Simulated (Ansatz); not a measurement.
Relaxed structures of CH3GeO (charge +1), closed shell (PBE0-D4/def2-TZVP; forces vanish, vibrations not checked; lower isomers may exist, and structures with a doubtful reference or unclear bonds are left out; Å). Ansatz 0.2.0; basis: def2-TZVPP; cores frozen in the correlated methods. Filled d shells of the heavier atoms are correlated. The def2 sets are not built for correlating such inner shells, so the correlated values are less sure here.

Problem. Rank them by CCSD(T) energy, lowest first, and give each one's height above the lowest. Links in brackets join atoms within 1.22 times the sum of their covalent radii (1.1 for two metals). (Judge from chemistry; the value comes from the calculation.)
A.
CH₃GeO ([O][C][GeH3]), total charge +1
```
6
angstrom
O -0.4084 -1.6634 0.0999
C -0.1160 -0.5936 0.0675
Ge 0.4355 1.4254 0.0064
H -0.7903 1.9479 -0.7267
H 1.7274 1.2587 -0.7787
H 0.5294 1.6551 1.5069
```
B.
CH₃GeO ([CH2][O][GeH]), total charge +1
```
6
angstrom
O -0.2503 -0.0784 -0.1293
C 0.5906 0.7439 0.1989
Ge -1.7534 -1.1223 -0.8001
H -1.0332 -2.3699 -0.1418
H 1.4386 0.9511 -0.4624
H 0.4987 1.2657 1.1574
```
C.
CH₃GeO ([CH]1[O][GeH2]1), total charge +1
```
6
angstrom
O 0.4952 -1.0983 0.4997
C -0.5338 -0.9035 -0.1349
Ge 0.1794 0.8652 -0.0634
H -1.2706 -1.6669 -0.4146
H 1.2382 1.1773 -1.1025
H -0.1083 1.6263 1.2157
```

Solution. By the calculation: A (0.0 kJ/mol), B (54.0 kJ/mol), C (129.2 kJ/mol). Heights count from the lowest.

T1 diagnostic: at most 0.019.

For scale, one of the runs: CCSD(T)/def2-TZVPP, 152 basis functions, launched by `ansatz run in.yaml --threads 2 --pin off --events-out ev --progress --plain --max-ram 4352MiB`. Hardware: 2 CPU threads of an AMD EPYC 9R14, shared host. Wall time 17 s; peak host memory 1.1 GiB.
